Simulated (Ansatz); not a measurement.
`[GaH2][O][SbH2]` + `N[SiH3]` → `[SiH3][NH][SbH2]` + `[OH][GaH2]` at 600 K and 1 bar (ligand exchange at the Sb–O bond).

Computed with Ansatz on PBE0-D4/def2-TZVP structures; ΔE is electronic, products minus reactants. CCSD(T)/CBS adds triple-zeta CCSD(T) − MP2 to the extrapolated MP2 energy (def2 sets, frozen cores). This one scheme is used for every species. Elements past krypton have def2 core potentials. For Ga, Sb outer-core shells are correlated without core-valence functions, which leaves a few kJ/mol of doubt a bond. Scalar relativity is left out up to krypton.

```json
{"species": "`[GaH2][O][SbH2]`", "CCSD(T)/CBS energy (Eh)": "-2241.53579", "H − E (kJ/mol)": "130.8", "S (J/(mol·K))": "421.4"}
{"species": "`N[SiH3]`", "CCSD(T)/CBS energy (Eh)": "-346.80422", "H − E (kJ/mol)": "170.6", "S (J/(mol·K))": "320.8"}
{"species": "`[SiH3][NH][SbH2]`", "CCSD(T)/CBS energy (Eh)": "-587.40566", "H − E (kJ/mol)": "197.8", "S (J/(mol·K))": "423.5"}
{"species": "`[OH][GaH2]`", "CCSD(T)/CBS energy (Eh)": "-2000.92981", "H − E (kJ/mol)": "103.5", "S (J/(mol·K))": "310.5"}
```

H − E and S are ideal-gas, rigid-rotor, harmonic terms from PBE0-D4/def2-TZVP, for one conformer and one mirror image of each species. 1 Eh = 2625.50 kJ/mol, R = 8.31446 J/(mol·K).

**Question.** By hand: ΔE, ΔH, ΔS and ΔG.

**Answer.** ΔE = (-587.40566) + (-2000.92981) − (-2241.53579) − (-346.80422) = 0.00454 Eh = 11.9 kJ/mol. Δ(H − E) = 197.8 + 103.5 − 130.8 − 170.6 = -0.1, so ΔH = 11.8 kJ/mol. ΔS = 423.5 + 310.5 − 421.4 − 320.8 = -8.2 J/(mol·K). ΔG = 11.8 − 600 × (-8.2)/1000 = 16.7 kJ/mol.

**Question.** By hand: the equilibrium constant, and the temperature at which ΔG would vanish if ΔH and ΔS stayed fixed.

**Answer.** log₁₀ K = −ΔG/(RT ln 10) = -1.5. ΔH and −TΔS have one sign here, so there is no such temperature.

TΔS isn't small against ΔH here. A doubt of 5 kJ/mol in ΔE shifts log₁₀ K by 0.4 here. Other conformers and mirror images would add mixing entropy, several J/(mol·K) or more a flexible species. Modes under 60 cm⁻¹, often nearly free rotors, make the harmonic entropy too high. These are equilibria of isolated gas molecules and say nothing of rates. Largest T1 diagnostic: 0.016 (customary marks: 0.02 for closed shells, 0.045 for open ones).

ΔS is within the doubt of such terms, so its sign, and with it that verdict, could turn.
